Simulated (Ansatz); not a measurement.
Mulliken charges of CH₄BrGaOS, SMILES `C[O][Ga]([SH])[Br]` from PBE/def2-TZVPP in Ansatz (PBE0-D4/def2-TZVP geometry).

```
atom   x (Å)   y (Å)   z (Å)  charge (e)
  C1   1.113   0.987   0.606      -0.119
  O2   0.435  -0.240   0.458      -0.304
 Ga3  -0.938  -0.499  -0.625       0.469
  S4  -1.847  -2.474  -0.717      -0.211
 Br5  -1.709   1.234  -1.885      -0.243
  H6   1.064   1.305   1.652       0.098
  H7   2.166   0.857   0.334       0.098
  H8   0.695   1.787  -0.015       0.084
  H9  -0.980  -2.958   0.192       0.128
```

**Question.** By hand: the dipole of these point charges (1 e Å = 4.8032 D).

**Answer.** Σ q r = (0.350, -0.073, 0.323) e Å, of length 0.482 e Å = 2.32 D.

**Question.** How does the dipole of the full density compare? (An estimate is asked.)

**Answer.** The calculation gave: (0.202, -0.010, 0.175) e Å, 1.28 D; the point charges give 1.81 times that, at 7° from its direction.

Point charges leave out the atoms' own dipoles, such as those of lone pairs, and Mulliken's split depends on the basis, so the two needn't agree.
